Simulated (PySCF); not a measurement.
LDA on F⁻ (fluorine, charge -1), [Ne], closed-shell 1S. Calculation: PySCF 2.14, in aug-cc-pVDZ-DK; scalar relativity by spin-free X2C-1e.

```
cycle= 1 E= -99.2929676700399  delta_E= 0.00713  |g|= 0.226  |ddm|= 0.392
cycle= 2 E= -99.2045122500131  delta_E= 0.0885  |g|= 0.555  |ddm|= 0.702
cycle= 3 E= -99.3117761546729  delta_E= -0.107  |g|= 0.032  |ddm|= 0.489
cycle= 4 E= -99.3122253735683  delta_E= -0.000449  |g|= 0.00428  |ddm|= 0.0353
cycle= 5 E= -99.3122319286969  delta_E= -6.56e-06  |g|= 0.000158  |ddm|= 0.00354
cycle= 6 E= -99.3122319376261  delta_E= -8.93e-09  |g|= 9.09e-08  |ddm|= 0.000136
cycle= 7 E= -99.3122319376262  delta_E= -4.26e-14  |g|= 6.56e-09  |ddm|= 1.05e-07
converged SCF energy = -99.3122319376262  <S^2> = -4.4408921e-15  2S+1 = 1
```

Highest occupied orbital energy: 1.416 eV; ⟨L²⟩ = 0.00; populations by l: s 4.00, p 6.00, d 0.00.

Question: Can this result be used?

Answer: With care. The run converged. At LDA the highest occupied level has a positive energy, so only the finite basis holds that electron; in a semilocal or global hybrid functional this comes from self-interaction and does not mean that the real anion is unbound.
